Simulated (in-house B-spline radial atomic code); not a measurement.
How numerical settings move a run on Pm⁺, [Xe] 4f5 6s1. Computed with a B-spline radial code for spherical atoms: scalar-relativistic (X2C) M06-L, spin-polarised, spherical fractional occupations, Fermi nucleus of rms radius 4.962 fm.

Command:
```bash
python run_scf.py task.json out
```
Settings of the sound reference run:
```
Z                61
electrons        60
configuration    [Xe] 4f5 6s1
hamiltonian      x2c
method           m06l
spin_polarised   True
nucleus          fermi
rms_radius       4.961999
mass_number      145
atomic_mass      144.9128
speed_of_light   137.036
knot_spacing     0.22
spline_order     8
gauss_points     12
box_radius       35.29
max_iterations   70
damping          0.5
damped_steps     3
diis_vectors     10
tolerance        1e-08
start            Thomas-Fermi
```

Cost of the run: 1.1 s on 1 thread of Arm Neoverse N1, on a shared host.

It converges in 21 iterations to -10019.482357 hartree, with 6s up at -8.46388 eV. The other runs change the listed settings, some to values that make no sense; their results aren't properties of the atom or ion. Radii are in bohr (the nuclear one in fm), a minus after a letter asks for a j subshell, and «unchanged» means within 1e-8 hartree. The run stops when the residual is below 10 × tolerance × max(1, Z/10), or a noise floor if that is larger, and the energy moves by less than 1e-8 × √|E| hartree; so very loose and very tight tolerances often act alike.

| changed settings | outcome |
| --- | --- |
| diis_vectors = 2 | converged in 56 iterations, energy +1.20e-08 hartree from the reference, 6s up level +4.9e-06 eV (the program warns: states collapsed into the nucleus by a negative tau potential were left out of the aufbau) |
| diis_vectors = 0 | converged in 38 iterations, energy -1.80e-08 hartree from the reference, 6s up level -9.5e-06 eV (the program warns: states collapsed into the nucleus by a negative tau potential were left out of the aufbau) |
| gauss_points = 3, first_knot = 0.0492, max_iterations = 50, diis_vectors = 4, tolerance = 1e-06 | converged in 22 iterations, energy -1.92e+04 hartree from the reference, 6s up level -3.1e+01 eV |
| damped_steps = 0 | converged in 15 iterations, energy unchanged (the program warns: states collapsed into the nucleus by a negative tau potential were left out of the aufbau) |
| gauss_points = 16, max_iterations = 60, damped_steps = 0, tolerance = 1e-06 | converged in 9 iterations, energy -4.90e-08 hartree from the reference, 6s up level -3.9e-05 eV (the program warns: states collapsed into the nucleus by a negative tau potential were left out of the aufbau) |
| damped_steps = 30 | converged in 33 iterations, energy -1.80e-08 hartree from the reference, 6s up level -4.4e-07 eV (the program warns: states collapsed into the nucleus by a negative tau potential were left out of the aufbau) |
| spline_order = 5, gauss_points = 5, max_iterations = 100, tolerance = 0.001, start = bare nucleus | converged in 9 iterations, energy +8.79e-05 hartree from the reference, 6s up level +1.9e-02 eV (the program warns: states collapsed into the nucleus by a negative tau potential were left out of the aufbau) |

(1) What happens with max_iterations = 100, damped_steps = 1, diis_vectors = 20, start = bare nucleus?

(2) What happens with diis_vectors = 20?

(3) What happens with diis_vectors = 4?

(4) What happens with hamiltonian = dirac, method = hf?

## Answers

(1) Converged in 14 iterations, energy unchanged (the program warns: states collapsed into the nucleus by a negative tau potential were left out of the aufbau).

(2) Converged in 22 iterations, energy unchanged (the program warns: states collapsed into the nucleus by a negative tau potential were left out of the aufbau).

(3) Converged in 20 iterations, energy unchanged, 6s up level -2.4e-06 eV (the program warns: states collapsed into the nucleus by a negative tau potential were left out of the aufbau).

(4) Stopped with error: spin polarisation is not served with the Dirac Hamiltonian.
